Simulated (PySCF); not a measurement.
Dipole response of Tc⁺ (technetium, charge +1)

[Kr] 4d5 5s1, high-spin 7S determinant. All numbers are calculated (PySCF 2.14, the spin-free X2C one-electron Hamiltonian (Gaussian nucleus), in aug-cc-pwCVTZ-DK with one added diffuse shell each of s, p, d, f, g type (12s11p9d5f4g, 161 functions)). Coupled (time-dependent) response in atomic units; α is the mean over directions.

```tsv
method	mean α (bohr³)	C₆ (like pair)	S(−4)
wB97X-V	40.47	303.1	1062
```

S(−4) is the Cauchy moment in α(ω) = α(0) + S(−4) ω² + …

α(iu) at wB97X-V:

```
u (hartree)  α(iu) (bohr³)
          0          40.47
     0.0500          38.02
      0.100          32.52
      0.200          22.06
      0.300          15.72
      0.500          9.673
      0.750          6.423
       1.00          4.720
       1.50          2.929
       2.00          2.005
       3.00          1.105
       5.00         0.4824
```

For an ion, C₆ is the dispersion term alone; charge-induced terms of lower order in 1/R come first.
